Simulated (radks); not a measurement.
Values are calculated unless marked as measured or tabulated.
Problem. Coherent X-ray form factor from a spherical all-electron density. Level of theory: scalar-relativistic Kohn-Sham, PBE, spin-polarised, spherical densities, finite nucleus; Fermi nuclear charge, rms radius of each element as measured or else 0.836 A^(1/3) + 0.57 fm (a radial shooting solver on a logarithmic mesh with Libxc functionals).

| sin(theta)/lambda (1/angstrom) | f0 (electrons) |
|---|---|
| 0.05 | 79.773 |
| 0.1 | 76.741 |
| 0.15 | 72.892 |
| 0.2 | 68.806 |
| 0.25 | 64.772 |
| 0.3 | 60.932 |
| 0.4 | 54.045 |
| 0.5 | 48.255 |
| 0.6 | 43.411 |
| 0.8 | 35.701 |
| 1 | 29.638 |
| 1.25 | 23.754 |
| 1.5 | 19.611 |
| 2 | 15.059 |

The species is in the configuration that NIST lists as its ground one. Which atom or ion scatters so?

Solution. Neutral thallium, [Hg] 6p1. Extrapolating in s^2 from the first two rows gives f0(0) = 80.8, near the electron count 81; among species with that count, the fall with angle is slower the higher Z, and the table is that of Z = 81; from so few rows the species is fixed only to a neighbour or two.
